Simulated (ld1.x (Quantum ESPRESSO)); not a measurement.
# lutetium: excitation energies, all-electron against ultrasoft

ld1.x (Quantum ESPRESSO) 7.5 input, shortened:

```
&input
   title='Lu', zed=71., rel=2, dft='PBESOL', iswitch=3,
   config='[Xe] 4f14 5d1 6s1 6p0', rel_dist='average'
 /
 &inputp
   pseudotype=3, tm=.true., lloc=-1, rcloc=1.10,
   nlcc=.false.
 /
8
6S  1  0   1.00   0.00  2.10  2.80  0.0
6S  1  0   0.00  -0.30  2.10  2.80  0.0
6P  2  1   0.00   0.00  2.75  3.45  0.0
6P  2  1   0.00   1.30  2.75  3.45  0.0
5D  3  2   1.00   0.00  1.80  2.15  0.0
5D  3  2   0.00   0.70  1.80  2.15  0.0
4F  4  3  14.00   0.00  0.80  0.90  0.0
4F  4  3   0.00  -0.80  0.80  0.90  0.0
 &test
   configts(1)='4f14 5d1 6s1 6p0'
 /
```

Open shells are filled in proportion to 2j + 1 (rel_dist='average').

Energies are relative to the spin-unpolarised reference configuration 4f14 5d1 6s1 6p0; without spin polarisation the order of configurations can differ from experiment. Not all tests gave a result: 3 of 7 tests not solved or not reliable. Left out of the table: 4f14 5d1 6s2 6p0 (solver errors, printed error -3831 eV); 4f14 5d1.5 6s1.5 6p0 (solver errors, printed error -3832 eV); 4f14 5d2 6s1 6p0 (solver errors, printed error -3845 eV).

```json
{"valence configuration": "4f14 5d1 6s0 6p0", "charge": "+2", "ΔE all-electron (eV)": "13.222", "error AE − PS (meV)": "+81"}
{"valence configuration": "4f14 5d0 6s0 6p0", "charge": "+3", "ΔE all-electron (eV)": "33.117", "error AE − PS (meV)": "+335"}
{"valence configuration": "4f14 5d1 6s0 6p1", "charge": "+1", "ΔE all-electron (eV)": "4.234", "error AE − PS (meV)": "+25"}
```

(1) What are ΔE and the potential's error for 4f13 5d0 6s0 6p0?

Levels in the configuration 4f14 5d1 6s0 6p0:

```
   level  all-electron (eV)  pseudo (eV)
4f j=5/2            -25.142      -25.211
4f j=7/2            -23.617      -23.686
5d j=3/2            -15.295      -15.180
5d j=5/2            -14.819      -14.693
```

Note: ghost states, extra bound levels that the all-electron valence spectrum of the same l lacks: s at -775.3 eV, p1/2 at -274.5 eV, p3/2 at -269.5 eV, s at -15.1 eV. A true bound ghost makes a file unfit for plane-wave use.

## Answers

(1) ΔE = 79.747 eV all-electron; the error (AE − PS) is -1451 meV.
